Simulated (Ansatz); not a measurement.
Ansatz results at the PBE0-D4/def2-TZVP geometry: HOMO–LUMO gap (PBE/def2-TZVPP) 4.27 eV; HOMO–LUMO gap (PBE0/def2-TZVPP) 6.37 eV; HOMO–LUMO gap (ωB97M-V/def2-TZVPP) 10.34 eV.

Each molecule was computed in one conformer, which needn't be the lowest.

(1) Which molecule gave them?
A. `[SiH3]C1=COBN1`
B. `[F][AlH][CH](F)[SiH3]`
C. `BC[SiH2]S[SiH3]`
D. `C=C(F)[NH][AlH2]`

Answers

(1) C. The others give `[SiH3]C1=COBN1`: 4.82, 6.82, 10.60; `C=C(F)[NH][AlH2]`: 3.31, 5.12, 8.90; `[F][AlH][CH](F)[SiH3]`: 4.59, 6.73, 10.53.
